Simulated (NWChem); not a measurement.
The numbers come from NWChem runs, not from measurements. System: CHF2 (+1), charge 1, spin multiplicity 1, at a geometry optimised with PBE0/def2-SVP. The structure started from a generated list of species. Level: EOM-CCSD/aug-cc-pVDZ, 3 core orbitals frozen.

Job file:

```
start mol
memory heap 100 mb stack 700 mb global 1900 mb
charge 1
geometry units angstroms nocenter noautoz
  F      1.052065     0.000000    -0.220567
  C      0.000000     0.000000     0.408763
  F     -1.052065     0.000000    -0.220567
  H      0.000000     0.000000     1.517634
  symmetry group C2v
end
basis spherical
  * library aug-cc-pvdz
end
scf
  rhf
  nopen 0
  maxiter 100
  thresh 1e-7
  semidirect memsize 60000000 filesize 0
end
tce
  freeze core 3
  ccsd
  nroots 1
  2eorb
  2emet 13
  thresh 1e-5
  maxiter 200
  tilesize 24
  dipole
end
task tce energy
```

NWChem printed:

```
             Northwest Computational Chemistry Package (NWChem) 7.3.0
             --------------------------------------------------------

                                NWChem Input Module
                                -------------------

 Scaling coordinates for geometry "geometry" by  1.889725989
 (inverse scale =  0.529177249)

 Turning off AUTOSYM since
 SYMMETRY directive was detected!

                             Geometry "geometry" -> ""
                             -------------------------

 Output coordinates in angstroms (scale by  1.889725989 to convert to a.u.)

  No.       Tag          Charge          X              Y              Z
 ---- ---------------- ---------- -------------- -------------- --------------
    1 F                    9.0000     1.05206500     0.00000000    -0.22056700
    2 C                    6.0000     0.00000000     0.00000000     0.40876300
    3 F                    9.0000    -1.05206500     0.00000000    -0.22056700
    4 H                    1.0000     0.00000000     0.00000000     1.51763400

 Effective nuclear repulsion energy (a.u.)      74.5411763467

            Nuclear Dipole moment (a.u.)
            ----------------------------
        X                 Y               Z
 ---------------- ---------------- ----------------
     0.0000000000     0.0000000000     0.0000113384

      Symmetry information
      --------------------

 Group name             C2v
 Group number             16
 Group order               4
 No. of unique centers     3

      Symmetry unique atoms

     1    2    4


 Summary of "ao basis" -> "" (spherical)
 ------------------------------------------------------------------------------
       Tag                 Description            Shells   Functions and Types
 ---------------- ------------------------------  ------  ---------------------
 *                        aug-cc-pvdz                 on all atoms

 Summary of "ao basis" -> "ao basis" (spherical)
 ------------------------------------------------------------------------------
       Tag                 Description            Shells   Functions and Types
 ---------------- ------------------------------  ------  ---------------------
 F                        aug-cc-pvdz                9       23   4s3p2d
 C                        aug-cc-pvdz                9       23   4s3p2d
 H                        aug-cc-pvdz                5        9   3s2p

                                 NWChem SCF Module
                                 -----------------

  ao basis        = "ao basis"
  functions       =    78
  atoms           =     4
  closed shells   =    12
  open shells     =     0
  charge          =   1.00
  wavefunction    = RHF
  use symmetry    = T
  symmetry adapt  = T

 Summary of "ao basis" -> "ao basis" (spherical)
 ------------------------------------------------------------------------------
       Tag                 Description            Shells   Functions and Types
 ---------------- ------------------------------  ------  ---------------------
 F                        aug-cc-pvdz                9       23   4s3p2d
 C                        aug-cc-pvdz                9       23   4s3p2d
 H                        aug-cc-pvdz                5        9   3s2p

      Symmetry analysis of basis
      --------------------------

        a1         32
        a2          9
        b1         23
        b2         14

 Forming initial guess at       0.1s

      Superposition of Atomic Density Guess
      -------------------------------------

 Sum of atomic energies:        -236.94352557

 Renormalizing density from      25.00 to     24

      Non-variational initial energy
      ------------------------------

 Total energy =    -231.883167
 1-e energy   =    -457.603444
 2-e energy   =     151.179101
 HOMO         =      -0.952340
 LUMO         =      -0.436216

      Symmetry analysis of molecular orbitals - initial
      -------------------------------------------------

  Numbering of irreducible representations:

     1 a1          2 a2          3 b1          4 b2

  Orbital symmetries:

     1 a1          2 b1          3 a1          4 a1          5 b1
     6 a1          7 b1          8 a1          9 b2         10 a2
    11 b1         12 a1         13 b2         14 a1         15 a1
    16 b1         17 b2         18 a1         19 a1         20 b1
    21 a1         22 b1

 Starting SCF solution at       0.9s

 ----------------------------------------------
         Quadratically convergent ROHF

 Convergence threshold     :          1.000E-07
 Maximum no. of iterations :          100
 Final Fock-matrix accuracy:          1.000E-09
 ----------------------------------------------

              iter       energy          gnorm     gmax       time
             ----- ------------------- --------- --------- --------
                 1     -236.7869815414  2.20D+00  6.18D-01      0.9
                 2     -236.9740535002  3.62D-01  9.06D-02      1.0
                 3     -236.9856330114  2.98D-02  8.64D-03      1.1
                 4     -236.9857187574  6.04D-04  1.21D-04      1.2
                 5     -236.9857187843  8.37D-08  4.85D-08      1.3

       Final RHF  results
       ------------------

         Total SCF energy =   -236.985718784306
      One-electron energy =   -468.403855455812
      Two-electron energy =    156.876960324856
 Nuclear repulsion energy =     74.541176346651

        Time for solution =      0.4s

       Symmetry analysis of molecular orbitals - final
       -----------------------------------------------

  Numbering of irreducible representations:
[...]
   0.9395894461245   0.6390559689414   17.38961     1.1     1.1

 Iteration   2 using    2 trial vectors
   0.2117626502197   0.4023073788604   10.94735     0.9     0.9

 Iteration   3 using    3 trial vectors
   0.0955544786911   0.3886062449661   10.57452     0.8     0.8

 Iteration   4 using    4 trial vectors
   0.0446370162064   0.3842519727468   10.45603     0.7     0.7

 Iteration   5 using    5 trial vectors
   0.0206422875713   0.3826770912236   10.41318     0.9     0.9

 Iteration   6 using    6 trial vectors
   0.0076565450418   0.3821869051642   10.39984     0.8     0.8

 Iteration   7 using    7 trial vectors
   0.0032110101943   0.3822201611900   10.40074     0.8     0.8

 Iteration   8 using    8 trial vectors
   0.0016394031890   0.3822122184961   10.40053     0.9     0.9

 Iteration   9 using    9 trial vectors
   0.0008345936705   0.3822168598669   10.40065     0.8     0.8

 Iteration  10 using   10 trial vectors
   0.0003994985152   0.3822154802795   10.40062     0.7     0.7

 Iteration  11 using   11 trial vectors
   0.0002151654256   0.3822123965377   10.40053     0.9     0.9

 Iteration  12 using   12 trial vectors
   0.0001077276516   0.3822121140579   10.40053     0.8     0.8

 Iteration  13 using   13 trial vectors
   0.0000553668455   0.3822117772886   10.40052     0.8     0.8

 Iteration  14 using   14 trial vectors
   0.0000272481059   0.3822123241655   10.40053     0.9     0.9

 Iteration  15 using   15 trial vectors
   0.0000132045615   0.3822124304373   10.40053     0.8     0.8

 Iteration  16 using   16 trial vectors
   0.0000058217293   0.3822123355347   10.40053     0.8     0.8
 --------------------------------------------------------------
 Iterations converged
 ------------------

 Excited state root  1
 Excitation energy / hartree =        0.382212335534672
                   / eV      =       10.400531256540074
 largest EOMCCSD amplitudes: R1 and R2

 Singles contributions
    13b2  (alpha) ---    11a2  (alpha)       -0.8817736964
    17b2  (alpha) ---    11a2  (alpha)        0.1493391980

 Doubles contributions
    13b2  (alpha)    13b2  (beta ) ---    11a2  (alpha)     9b2  (beta )        0.1766884697
    13b2  (alpha)    13b2  (beta ) ---     9b2  (alpha)    11a2  (beta )        0.1766884697

 No. of initial left vectors    1

 EOM-CCSD left-hand side iterations
 --------------------------------------------------------------
      Residuum       Omega / hartree  Omega / eV    Cpu    Wall
 --------------------------------------------------------------

 Iteration   1 using    1 trial vectors
   1.0690337227205   0.6390559689414   17.38961     1.8     1.8

 Iteration   2 using    2 trial vectors
   0.2325736045248   0.4058522729701   11.04381     1.7     1.7

 Iteration   3 using    3 trial vectors
   0.1019633355999   0.3898127794339   10.60735     1.7     1.7

 Iteration   4 using    4 trial vectors
   0.0483572685279   0.3838724041766   10.44570     1.7     1.7

 Iteration   5 using    5 trial vectors
   0.0219022659694   0.3825071321971   10.40855     1.7     1.7

 Iteration   6 using    6 trial vectors
   0.0086560812609   0.3822035892145   10.40029     1.9     1.9

 Iteration   7 using    7 trial vectors
   0.0036648550273   0.3822200230406   10.40074     2.5     2.5

 Iteration   8 using    8 trial vectors
   0.0018997500632   0.3821984272690   10.40015     3.2     3.2

 Iteration   9 using    9 trial vectors
   0.0009673111590   0.3822175525875   10.40067     2.9     2.9

 Iteration  10 using   10 trial vectors
   0.0004466392793   0.3822142415938   10.40058     2.8     2.8

 Iteration  11 using   11 trial vectors
   0.0002384543126   0.3822115812714   10.40051     2.2     2.2

 Iteration  12 using   12 trial vectors
   0.0001208368970   0.3822129668714   10.40055     2.1     2.1

 Iteration  13 using   13 trial vectors
   0.0000646752200   0.3822125012616   10.40054     2.2     2.2

 Iteration  14 using   14 trial vectors
   0.0000308340358   0.3822124964430   10.40054     2.2     2.2

 Iteration  15 using   15 trial vectors
   0.0000146398516   0.3822125237958   10.40054     2.2     2.2

 Iteration  16 using   16 trial vectors
   0.0000063510268   0.3822124933450   10.40054     2.2     2.2
 --------------------------------------------------------------
 Iterations converged

 Excited state root  1
 Excitation energy / hartree =        0.382212335534672
                   / eV      =       10.400531256540074

 EOM-CCSD transition moments / hartree
 --------------------------------------------
 X    0.7919949 Y    0.0000000 Z    0.0000000
 Oscillator Strength                0.1598299
 --------------------------------------------

 EOM-CCSD dipole moments / hartree & Debye
 ------------------------------------
   X         0.0000000      0.0000000
   Y        -0.0000000     -0.0000000
   Z        -0.3909904     -0.9938060
 Total       0.3909904      0.9938060
 ------------------------------------

 Singles contributions
    13b2  (alpha) ---    11a2  (alpha)       -0.8817736964
    17b2  (alpha) ---    11a2  (alpha)        0.1493391980

 Doubles contributions
    13b2  (alpha)    13b2  (beta ) ---    11a2  (alpha)     9b2  (beta )        0.1766884697
    13b2  (alpha)    13b2  (beta ) ---     9b2  (alpha)    11a2  (beta )        0.1766884697

 =========================================
 Excited-state calculation ( b2  symmetry)
 =========================================
 Dim. of EOMCC iter. space      500

 EOMCCSD SOLVER TYPE  1
  maxdiff =   0.74306543423491234

 No. of initial right vectors    1

 EOM-CCSD right-hand side iterations
 --------------------------------------------------------------
      Residuum       Omega / hartree  Omega / eV    Cpu    Wall
 --------------------------------------------------------------

 Iteration   1 using    1 trial vectors
   0.8474957007530   0.4738616888107   12.89444     1.4     1.4

 Iteration   2 using    2 trial vectors
   0.1773241863663   0.3186597663909    8.67118     1.1     1.1

 Iteration   3 using    3 trial vectors
   0.0906104688386   0.3071477660860    8.35792     1.0     1.0

 Iteration   4 using    4 trial vectors
   0.0400014425083   0.3030766402618    8.24714     1.0     1.0

 Iteration   5 using    5 trial vectors
   0.0174285496846   0.3018365882240    8.21339     1.1     1.1

 Iteration   6 using    6 trial vectors
   0.0099400786102   0.3015718986368    8.20619     1.0     1.0

 Iteration   7 using    7 trial vectors
   0.0053850011233   0.3015567140606    8.20578     1.0     1.0

 Iteration   8 using    8 trial vectors
   0.0023004803735   0.3015643846062    8.20599     1.1     1.1

 Iteration   9 using    9 trial vectors
   0.0009082930315   0.3015668703699    8.20606     1.0     1.0

 Iteration  10 using   10 trial vectors
   0.0003476643918   0.3015656598769    8.20602     1.1     1.1

 Iteration  11 using   11 trial vectors
   0.0001325650044   0.3015651025042    8.20601     1.1     1.1

 Iteration  12 using   12 trial vectors
   0.0000540102519   0.3015646519139    8.20600     0.9     0.9

 Iteration  13 using   13 trial vectors
   0.0000223746423   0.3015647478467    8.20600     1.1     1.1

 Iteration  14 using   14 trial vectors
   0.0000085884119   0.3015647426159    8.20600     1.1     1.1
 --------------------------------------------------------------
 Iterations converged
 ------------------

 Excited state root  1
 Excitation energy / hartree =        0.301564742615864
                   / eV      =        8.205997661114829
 largest EOMCCSD amplitudes: R1 and R2

 Singles contributions
    13b2  (alpha) ---    12a1  (alpha)        0.9122293876
    17b2  (alpha) ---    12a1  (alpha)       -0.1447102836

 Doubles contributions

 No. of initial left vectors    1

 EOM-CCSD left-hand side iterations
 --------------------------------------------------------------
      Residuum       Omega / hartree  Omega / eV    Cpu    Wall
 --------------------------------------------------------------

 Iteration   1 using    1 trial vectors
   0.9428363709231   0.4738616888107   12.89444     2.2     2.2

 Iteration   2 using    2 trial vectors
   0.1833277228518   0.3209696407760    8.73403     2.2     2.2

 Iteration   3 using    3 trial vectors
   0.0921115542018   0.3072109022466    8.35964     2.1     2.1

 Iteration   4 using    4 trial vectors
   0.0401204365524   0.3027015755704    8.23693     2.2     2.2

 Iteration   5 using    5 trial vectors
   0.0175126372350   0.3018669571205    8.21422     2.1     2.1

 Iteration   6 using    6 trial vectors
   0.0099418680140   0.3015683911848    8.20610     1.9     1.9

 Iteration   7 using    7 trial vectors
   0.0052975749032   0.3015340255179    8.20516     2.0     2.0

 Iteration   8 using    8 trial vectors
   0.0023255353379   0.3015610552670    8.20590     2.1     2.1

 Iteration   9 using    9 trial vectors
   0.0009145268244   0.3015674667450    8.20607     2.0     2.0

 Iteration  10 using   10 trial vectors
   0.0003455606951   0.3015645457149    8.20599     2.2     2.2

 Iteration  11 using   11 trial vectors
   0.0001287028186   0.3015652921097    8.20601     1.8     1.8

 Iteration  12 using   12 trial vectors
   0.0000521427400   0.3015650298223    8.20601     1.5     1.5

 Iteration  13 using   13 trial vectors
   0.0000218559030   0.3015648879001    8.20600     1.5     1.5

 Iteration  14 using   14 trial vectors
   0.0000083679175   0.3015648650740    8.20600     1.1     1.1
 --------------------------------------------------------------
 Iterations converged

 Excited state root  1
 Excitation energy / hartree =        0.301564742615864
                   / eV      =        8.205997661114829

 EOM-CCSD transition moments / hartree
 --------------------------------------------
 X    0.0000000 Y    0.1801225 Z    0.0000000
 Oscillator Strength                0.0065227
 --------------------------------------------

 EOM-CCSD dipole moments / hartree & Debye
 ------------------------------------
   X         0.0000000      0.0000000
   Y        -0.0000000     -0.0000000
   Z        -0.8793086     -2.2349963
 Total       0.8793086      2.2349963
 ------------------------------------

 Singles contributions
    13b2  (alpha) ---    12a1  (alpha)        0.9122293876
    17b2  (alpha) ---    12a1  (alpha)       -0.1447102836

 Doubles contributions

 Task  times  cpu:      246.7s     wall:      246.7s

 Total times  cpu:      246.8s     wall:      246.8s
```
